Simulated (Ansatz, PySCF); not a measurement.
HO₄Re, multiplicity 1. Atoms are numbered in the order given.

```xyz
6

Re     0.0000     0.0000    -0.0271
O     -1.3716    -0.7919    -0.6301
O      0.0000     1.5838    -0.6301
O      1.3716    -0.7919    -0.6301
O      0.0000     0.0000     1.7997
H      0.0000     0.0000     2.7566
```

Geometry optimised at PBE0-D3(BJ)/def2-SVP. The geometry has at least one imaginary mode, so it is a saddle point at that level. The multiplicity is an assumed one; no other spin state was optimised. The isomer is the one that the SMILES or the coordinates give; other isomers of the formula were not compared. The def2 effective core potentials stand for the cores of Re; spin–orbit coupling is left out. The values are those of a single conformer.

Vertical ionisation energy (IE) and electron affinity (EA) in eV. Rows of orbital energies are one-electron estimates. Where ΔSCF, EOM or ADC give a negative EA the extra electron is unbound and the value depends on the basis.

```json
[
 {"level": "−ε(HOMO), −ε(LUMO), CAM-B3LYP/def2-TZVP (PySCF)", "IE": "10.96", "EA": "1.41"},
 {"level": "−ε(HOMO), −ε(LUMO), PBE/def2-TZVP (PySCF)", "IE": "7.89", "EA": "3.13"},
 {"level": "ΔSCF, CAM-B3LYP/def2-SVPD (Ansatz), final states of multiplicity 2 and 2", "IE": "11.99", "EA": "0.79"},
 {"level": "ΔSCF, PBE/def2-SVPD (Ansatz), final states of multiplicity 2 and 2", "IE": "11.49", "EA": "0.21"}
]
```

Problem. What vertical singlet–triplet gap does ΔSCF give with CAM-B3LYP/def2-SVPD (Ansatz, a program for electronic structure) and with PBE/def2-SVPD (Ansatz)? (The exact figures need the calculation; the answer reports its results.)

Solution. 4.27 and 4.57 eV (triplet above singlet where positive).
